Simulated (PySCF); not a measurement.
PySCF input for CH7GeNOSi, SMILES [OH][Ge@@H]1[NH]C[SiH2]1, PBE0/pcSseg-1. The structure is a stationary point at B3LYP-D3(BJ)/def2-SVP. The structure was generated by enumeration; whether it is a known compound was not checked. Other conformers were not sampled.

```python
import numpy as np
from pyscf import gto, scf, dft
from pyscf.prop.nmr import rks as nmr

mol = gto.M(
    atom='''
    O     1.75855152    0.22688398   -1.23384900
    Ge    0.74642098    0.03730691    0.24454795
    N    -0.41775553   -1.40237055    0.19693594
    C    -1.76358879   -0.91035757   -0.12675946
    Si   -1.44189270    0.97996924    0.09770226
    H     2.68138789   -0.02020463   -1.08978583
    H     1.73752420   -0.01603448    1.43626284
    H    -0.22226430   -2.38893868    0.04812426
    H    -2.09487767   -1.13728064   -1.15990783
    H    -2.54220761   -1.29687242    0.55845434
    H    -1.78815604    1.84144529   -1.06851171
    H    -2.03297100    1.56816266    1.33479494
    ''',
    basis='pcSseg-1',
    charge=0,
    spin=0,
    max_memory=1600,
    verbose=3,
)
mf = dft.RKS(mol, xc='pbe0')
mf.grids.level = 3
mf.conv_tol = 1e-10
mf.max_cycle = 100
mf.kernel()
n = nmr.NMR(mf)
n.verbose = 2
n.max_cycle_cphf = 60
sigma = n.kernel()
print('atom   isotropic/ppm   span/ppm')
for i, s in enumerate(sigma):
    w = np.linalg.eigvalsh((s + s.T) / 2)
    print(f'{mol.atom_symbol(i):2s}{i + 1:3d} {w.mean():14.3f} {w[2] - w[0]:11.3f}')
```

Program output:

```
converged SCF energy = -2537.97031522388
atom   isotropic/ppm   span/ppm
O   1        263.166      85.113
Ge  2       1277.513     147.197
N   3        188.405     131.294
C   4        146.248      66.495
Si  5        367.071     171.160
H   6         29.712      20.515
H   7         24.979      18.441
H   8         30.062      21.012
H   9         27.860      11.136
H  10         28.006      10.917
H  11         26.430       7.987
H  12         26.460       7.714
```

The calculation finished and met its thresholds.
